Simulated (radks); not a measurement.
Task: All-electron atom: Hf in [Xe] 4f14 5d2 6s2. Method: scalar-relativistic Kohn-Sham, PBE, spin-polarised, spherical densities, finite nucleus; open shells are filled with parallel spins first (spin-orbit coupling, left out, can overturn this in heavy ions); Fermi nuclear charge, rms radius 5.347 fm; computed with a radial shooting solver on a logarithmic mesh with Libxc functionals. Some entries of the table are withheld. Estimate them.

orbital,occ.,eigenvalue (hartree),<r^2> (bohr^2)
1s down,1,-2398.452,0.0004952
1s up,1,-2398.452,0.0004952
2s up,1,-410.2000,0.007642
2s down,1,-410.1981,0.007642
2p up,3,-360.2573,0.006284
2p down,3,-360.2557,0.006284
3s up,1,-93.46143,0.04977
3s down,1,-93.46133,0.04977
3p up,3,-78.53454,0.05041
3p down,3,-78.53435,0.05041
3d up,5,-60.84699,0.04187
3d down,5,-60.84603,0.04187
4s up,1,-18.82397,0.2476
4s down,1,-18.82291,0.2476
4p up,3,-13.92558,0.2818
4p down,3,-13.92466,0.2818
4d up,5,-7.58979,0.3324
4d down,5,-7.58854,0.3322
5s up,1,-2.46653,1.456
5s down,1,-2.44449,1.445
5p up,3,-1.31695,2.063
5p down,3,-1.28551,2.041
4f up,7,-0.61538,0.6005
4f down,7,-0.61001,0.5905
6s up,1,-0.19943,(1)
6s down,1,-0.16870,(2)
5d up,2,-0.11373,7.596
5d down,0,-0.07467,8.726
6p up,0,-0.05730,28.98
6p down,0,-0.04103,34.36

Result: 
(1) 6s up <r^2> (bohr^2): 13.19
(2) 6s down <r^2> (bohr^2): 14.26
